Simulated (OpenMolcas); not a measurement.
# CH5FOSn (SMILES C[O][SnH2][F]): methods side by side

The species is CH5FOSn (9 atoms), meant as a singlet with charge 0. As SMILES, `C[O][SnH2][F]`. The shape is that of a PBE0-D4/def2-TZVP optimisation. This is one conformer, not always the lowest.

```xyz
9

C     0.5185    1.3729    0.0701
O     0.8680    0.0818   -0.3738
Sn   -0.3995   -1.3884   -0.2438
F    -0.6974   -1.6294    1.6405
H     1.3133    2.0605   -0.2311
H    -0.4206    1.7317   -0.3734
H     0.4221    1.4182    1.1609
H    -1.9160   -0.9243   -0.8599
H     0.3999   -2.7691   -0.8064
```

Quantity: the dipole moment, in D. The values are calculated.

```tsv
level	kind	program	value (D)	CPU time
HF/def2-SVP (core potential)	Hartree–Fock	OpenMolcas	2.73	14 s
SVWN5/def2-SVP (core potential)	LDA	OpenMolcas	2.16	45 s
BLYP/def2-SVP (core potential)	GGA	OpenMolcas	2.08	55 s
PBE/def2-SVP (core potential)	GGA	OpenMolcas	2.10	58 s
M06-L/def2-SVP (core potential)	meta-GGA	OpenMolcas	2.31	68 s
TPSS/def2-SVP (core potential)	meta-GGA	OpenMolcas	2.10	72 s
M06-2X/def2-SVP (core potential)	hybrid meta-GGA	OpenMolcas	2.44	59 s
PBE0/def2-SVP (core potential)	global hybrid	OpenMolcas	2.34	47 s
```

The values span 2.08 to 2.73 D. Magnitudes only. CPU times are rough (shared hosts, several kinds of processor and program).
